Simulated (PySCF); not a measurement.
Isomers of C8H12O3, mass 156.079 u with the commonest isotopes. Method used: PBE0/pcSseg-1 in PySCF (dipole) on a GFN2-xTB geometry, gas phase. One conformer each, none proved a minimum here; rigid rotors.

Problem. Order these by out-of-plane moment Σ m c² = (Ia + Ib − Ic)/2, smallest first.
A. `[CH3:1][CH2:2][C:3]#[C:4][C:5](=[O:6])[O:7][CH2:8][O:9][CH2:10][CH3:11]` with C4–C5–O7–C8 177°, C5–O7–C8–O9 -105°, O7–C8–O9–C10 68°, C8–O9–C10–C11 65°
B. `[O:1]=[C:2]1[O:3][CH2:4][CH2:5][C@@H:6]([CH:7]2[CH2:8][CH2:9][CH2:10]2)[O:11]1` with C5–C6–C7–C8 69°, O1–C2–O3–C4 180°, C2–O3–C4–C5 -32°, O3–C4–C5–C6 56°, C4–C5–C6–C7 -172°
C. `[CH3:1][C@@:2]1([O:3][CH:4]=[O:5])[CH2:6][C@@H:7]2[CH2:8][CH2:9][C@H:10]1[O:11]2` with C1–C2–O3–C4 -68°, C2–O3–C4–O5 -2°
D. `[CH3:1][O:2][C:3](=[O:4])[C@H:5]1[CH2:6][CH2:7][CH2:8][C:9](=[O:10])[CH2:11]1` with C1–O2–C3–O4 0°, O2–C3–C5–C6 112°, C3–C5–C6–C7 177°, C5–C6–C7–C8 -59°, C6–C7–C8–C9 56°, C7–C8–C9–O10 127°
E. `[CH2:1]=[CH:2][CH2:3][C@@H:4]1[O:5][CH2:6][C@@H:7]1[O:8][C:9]([CH3:10])=[O:11]` with C1–C2–C3–C4 -135°, C2–C3–C4–O5 177°, C6–C7–O8–C9 162°, C7–O8–C9–C10 179°
F. `[CH3:1][O:2][C:3]1=[CH:4][C:5](=[O:6])[C@@H:7]([O:8][CH3:9])[CH2:10][CH2:11]1` with C1–O2–C3–C4 1°, C5–C7–O8–C9 -75°, C3–C4–C5–O6 -177°, C4–C5–C7–O8 -156°, C5–C7–C10–C11 59°, C7–C10–C11–C3 -54°
G. `[CH3:1][O:2][C:3]1=[CH:4][O:5][CH:6]=[C:7]([CH:8]([CH3:9])[CH3:10])[O:11]1` with C1–O2–C3–C4 -178°, C6–C7–C8–C9 -119°

Solution. F (17.14 u·Å²), B (55.06 u·Å²), G (55.56 u·Å²), D (63.44 u·Å²), E (68.05 u·Å²), A (75.11 u·Å²), C (93.44 u·Å²).

Problem. Order these by rotational constant C, largest first.
A. `[CH3:1][O:2][C:3](=[O:4])[C@H:5]1[CH2:6][CH2:7][CH2:8][C:9](=[O:10])[CH2:11]1` with C1–O2–C3–O4 0°, O2–C3–C5–C6 112°, C3–C5–C6–C7 177°, C5–C6–C7–C8 -59°, C6–C7–C8–C9 56°, C7–C8–C9–O10 127°
B. `[CH3:1][C@@:2]1([O:3][CH:4]=[O:5])[CH2:6][C@@H:7]2[CH2:8][CH2:9][C@H:10]1[O:11]2` with C1–C2–O3–C4 -68°, C2–O3–C4–O5 -2°
C. `[CH3:1][CH2:2][C:3]#[C:4][C:5](=[O:6])[O:7][CH2:8][O:9][CH2:10][CH3:11]` with C4–C5–O7–C8 177°, C5–O7–C8–O9 -105°, O7–C8–O9–C10 68°, C8–O9–C10–C11 65°
D. `[CH3:1][O:2][C:3]1=[CH:4][O:5][CH:6]=[C:7]([CH:8]([CH3:9])[CH3:10])[O:11]1` with C1–O2–C3–C4 -178°, C6–C7–C8–C9 -119°
E. `[CH2:1]=[CH:2][CH2:3][C@@H:4]1[O:5][CH2:6][C@@H:7]1[O:8][C:9]([CH3:10])=[O:11]` with C1–C2–C3–C4 -135°, C2–C3–C4–O5 177°, C6–C7–O8–C9 162°, C7–O8–C9–C10 179°
F. `[CH3:1][O:2][C:3]1=[CH:4][C:5](=[O:6])[C@@H:7]([O:8][CH3:9])[CH2:10][CH2:11]1` with C1–O2–C3–C4 1°, C5–C7–O8–C9 -75°, C3–C4–C5–O6 -177°, C4–C5–C7–O8 -156°, C5–C7–C10–C11 59°, C7–C10–C11–C3 -54°

Solution. B (899.9 MHz), E (691.3 MHz), D (643.6 MHz), A (551.3 MHz), F (535.2 MHz), C (402.0 MHz).

Problem. Order these by rotational constant B, smallest first.
A. `[CH3:1][O:2][C:3]1=[CH:4][O:5][CH:6]=[C:7]([CH:8]([CH3:9])[CH3:10])[O:11]1` with C1–O2–C3–C4 -178°, C6–C7–C8–C9 -119°
B. `[CH3:1][O:2][C:3](=[O:4])[C@H:5]1[CH2:6][CH2:7][CH2:8][C:9](=[O:10])[CH2:11]1` with C1–O2–C3–O4 0°, O2–C3–C5–C6 112°, C3–C5–C6–C7 177°, C5–C6–C7–C8 -59°, C6–C7–C8–C9 56°, C7–C8–C9–O10 127°
C. `[CH2:1]=[CH:2][CH2:3][C@@H:4]1[O:5][CH2:6][C@@H:7]1[O:8][C:9]([CH3:10])=[O:11]` with C1–C2–C3–C4 -135°, C2–C3–C4–O5 177°, C6–C7–O8–C9 162°, C7–O8–C9–C10 179°
D. `[CH3:1][CH2:2][C:3]#[C:4][C:5](=[O:6])[O:7][CH2:8][O:9][CH2:10][CH3:11]` with C4–C5–O7–C8 177°, C5–O7–C8–O9 -105°, O7–C8–O9–C10 68°, C8–O9–C10–C11 65°
E. `[CH3:1][C@@:2]1([O:3][CH:4]=[O:5])[CH2:6][C@@H:7]2[CH2:8][CH2:9][C@H:10]1[O:11]2` with C1–C2–O3–C4 -68°, C2–O3–C4–O5 -2°
F. `[CH3:1][O:2][C:3]1=[CH:4][C:5](=[O:6])[C@@H:7]([O:8][CH3:9])[CH2:10][CH2:11]1` with C1–O2–C3–C4 1°, C5–C7–O8–C9 -75°, C3–C4–C5–O6 -177°, C4–C5–C7–O8 -156°, C5–C7–C10–C11 59°, C7–C10–C11–C3 -54°
G. `[O:1]=[C:2]1[O:3][CH2:4][CH2:5][C@@H:6]([CH:7]2[CH2:8][CH2:9][CH2:10]2)[O:11]1` with C5–C6–C7–C8 69°, O1–C2–O3–C4 180°, C2–O3–C4–C5 -32°, O3–C4–C5–C6 56°, C4–C5–C6–C7 -172°

Solution. D (419.9 MHz), B (611.1 MHz), F (651.0 MHz), G (779.9 MHz), A (912.0 MHz), C (969.1 MHz), E (1023 MHz).

```json
{"SMILES": "COC1=CC(=O)[C@@H](OC)CC1", "point group": "C1", "Ia (u·Å²)": "202.28", "Ib (u·Å²)": "776.29", "Ic (u·Å²)": "944.29", "κ": "-0.88", "μa (D)": "3.37", "μb (D)": "1.52", "μc (D)": "1.38"}
{"SMILES": "COC1=COC=C(C(C)C)O1", "point group": "near Cs", "Ia (u·Å²)": "342.18", "Ib (u·Å²)": "554.14", "Ic (u·Å²)": "785.20", "κ": "-0.36", "μa (D)": "1.56", "μb (D)": "1.81", "μc (D)": "0.04"}
{"SMILES": "COC(=O)[C@H]1CCCC(=O)C1", "point group": "C1", "Ia (u·Å²)": "216.62", "Ib (u·Å²)": "827.04", "Ic (u·Å²)": "916.78", "κ": "-0.93", "μa (D)": "2.15", "μb (D)": "2.38", "μc (D)": "0.75"}
{"SMILES": "C[C@@]1(OC=O)C[C@@H]2CC[C@H]1O2", "point group": "C1", "Ia (u·Å²)": "254.64", "Ib (u·Å²)": "493.83", "Ic (u·Å²)": "561.58", "κ": "-0.77", "μa (D)": "0.94", "μb (D)": "0.22", "μc (D)": "2.36"}
{"SMILES": "CCC#CC(=O)OCOCC", "point group": "C1", "Ia (u·Å²)": "203.89", "Ib (u·Å²)": "1203.63", "Ic (u·Å²)": "1257.32", "κ": "-0.98", "μa (D)": "2.23", "μb (D)": "0.11", "μc (D)": "0.90"}
{"SMILES": "C=CC[C@@H]1OC[C@@H]1OC(C)=O", "point group": "C1", "Ia (u·Å²)": "345.69", "Ib (u·Å²)": "521.50", "Ic (u·Å²)": "731.08", "κ": "-0.28", "μa (D)": "0.94", "μb (D)": "0.34", "μc (D)": "1.46"}
{"SMILES": "O=C1OCC[C@@H](C2CCC2)O1", "point group": "C1", "Ia (u·Å²)": "240.87", "Ib (u·Å²)": "648.03", "Ic (u·Å²)": "778.79", "κ": "-0.82", "μa (D)": "2.16", "μb (D)": "5.70", "μc (D)": "0.63"}
```
